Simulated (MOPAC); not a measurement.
MOPAC input (PM3):

```
PM3 1SCF CHARGE=-1 GEO-OK AUX(PRECISION=9) THREADS=1
HBN

B    -0.00000000 1   -0.00000000 1   -0.58802645 1
N     0.00000000 1    0.00000000 1    0.67320420 1
H    -0.00000000 1   -0.00000000 1   -1.77229712 1
```

Q: What heat of formation does the run end on, and which ionisation energy by Koopmans theorem?

A: 3.40 kcal/mol; 3.88 eV.
